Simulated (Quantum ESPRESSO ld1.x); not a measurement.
Dy II, 65 electrons, occupied as [Xe] 4f10 6s0.5 6p0.5 (fractional occupations, a model configuration). Method: Dirac Kohn-Sham, LDA (Slater exchange, VWN5 correlation), spin-unpolarised, spherical densities, point nucleus; open shells fill j = l - 1/2 first; computed with ld1.x of Quantum ESPRESSO 7.5.

Normalised radial functions P(r) = r R(r) (large component), r in bohr:

r,5p3/2,6p1/2
0.001219,0.0010,0.0012
0.001939,0.0023,0.0021
0.003108,0.0055,0.0039
0.004983,0.0130,0.0073
0.007989,0.0293,0.0137
0.01271,0.0615,0.0251
0.02037,0.1176,0.0430
0.03266,0.1877,0.0620
0.05194,0.2095,0.0607
0.08327,0.0659,0.0063
0.1335,-0.2289,-0.0808
0.214,-0.2368,-0.0582
0.3404,0.2804,0.1054
0.5457,0.3572,0.0814
0.8749,-0.4785,-0.1848
1.391,-0.9128,-0.1847
2.231,-0.5217,0.2022
3.576,-0.1115,0.5195
5.734,-0.0066,0.3946
9.119,-0.0001,0.0990
14.62,0.0000,0.0051

5p3/2: eigenvalue -31.212 eV, 3 radial nodes at r = 0.0933, 0.272, 0.687 bohr, <r> = 1.58 bohr, 90 % of the charge inside 2.33 bohr. 6p1/2: eigenvalue -6.180 eV, 4 radial nodes at r = 0.0862, 0.256, 0.637, 1.80 bohr, <r> = 4.55 bohr, 90 % of the charge inside 6.64 bohr.
